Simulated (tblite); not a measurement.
F$_{4}$Ge, charge -1, doublet, geometry from GFN2-xTB (a state made from the parent by changing its charge; the spin is typed, not shown lowest); GFN1-xTB in tblite.

Here is a job for tblite.
```
$ tblite run mol.xyz --method gfn1 --charge -1 --spin 1 --spin-polarized --json tblite.json --no-restart

# file mol.xyz
5

F      1.43484093    -1.19785115    -0.12485680
Ge    -0.08011673     0.06688401     0.00697159
F      0.96042394     1.93370305    -0.00581249
F     -1.17003793    -0.43524924    -1.76159722
F     -0.94036746    -0.53841247     1.86747864
```

Output, abridged:

```
xTB calculator
 | screened Coulomb repulsion
 | Coulomb electrostatics
 |  * isotropic Klopman-Ohno-Mataga-Nishimoto electrostatics
 |  * onsite third-order electrostatics
 | DFT-D3(BJ) dispersion correction
 | Interactions (1)
 | [1] spin polarization

halogen bonding energy    0.0000000000000E+00 Eh
repulsion energy          5.5851600932812E-04 Eh
dispersion energy        -8.6160449008406E-04 Eh
interaction energy        0.0000000000000E+00 Eh
number of electrons       3.3000000000000E+01 e
integral cutoff           4.0000000000000E+01 bohr

------------------------------------------------------------
  cycle        total energy    energy error   density error
------------------------------------------------------------
      1     -21.64040608440  -2.1640103E+01   5.4577388E-01
      2     -21.97681863018  -3.3641255E-01   3.0945386E-01
      3     -22.08879201265  -1.1197338E-01   2.9444452E-01
      4     -22.34036024105  -2.5156823E-01   1.9268107E-01
      5     -22.37255564191  -3.2195401E-02   1.7326572E-01
      6     -22.36524309640   7.3125455E-03   1.7783405E-01
      7     -22.47865799161  -1.1341490E-01   8.5770391E-02
      8     -22.51264818851  -3.3990197E-02   3.1690172E-02
      9     -22.51690940027  -4.2612118E-03   1.0594372E-02
     10     -22.51709252726  -1.8312699E-04   6.3757824E-03
     11     -22.51719663703  -1.0410976E-04   9.3946654E-04
     12     -22.51719751963  -8.8260851E-07   3.1041886E-04
     13     -22.51719792367  -4.0403976E-07   7.8326005E-05
     14     -22.51719794740  -2.3725971E-08   2.3245984E-05
     15     -22.51719794824  -8.4313356E-10   6.5015653E-06
------------------------------------------------------------

electronic energy        -2.2516894859762E+01 Eh
total energy             -2.2517197948243E+01 Eh

Post processing:
 | Mayer-Wiberg bond orders

[Info] JSON dump of results written to 'tblite.json'
```
